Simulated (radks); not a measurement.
Fractional charge and spin in the 4s shell of strontium: the spin-up occupation runs from 0 to 1 and the spin-down occupation from 0 to 1; the fullest corner is Sr2+, [Ar] 3d10 4p6 4s(up 1, down 1). Calculated with a radial shooting solver on a logarithmic mesh with Libxc functionals: scalar-relativistic Kohn-Sham, PBE, spin-polarised, spherical densities, point nucleus. Energy (eV) minus the two flat planes that join the four corners (they meet along the diagonal where the two added fractions sum to one electron); zero is where a piecewise linear energy would lie.

\begin{tabular}{lrrr}
down \ up & 0 & 0.5 & 1 \\ \hline
0 & 0.000 & -1.902 & 0.000 \\
0.5 & -1.902 & 0.309 & -1.801 \\
1 & 0.000 & -1.801 & 0.000 \\
\end{tabular}

Corners above the fullest one (they belong to Sr3+ and the next ion): (up 1, down 0) 61.865 eV, (up 0, down 1) 61.865 eV, (up 0, down 0) 139.78 eV. With half an added electron in each spin the energy lies 0.309 eV from the planes, and with half an added electron in spin up alone -1.902 eV. The planes are only a guide here: the flat-plane condition holds for ground states with one frontier orbital, while this shell lies below other occupied shells, so the corners above the fullest one are inner-hole states and not the ground states of those ions.
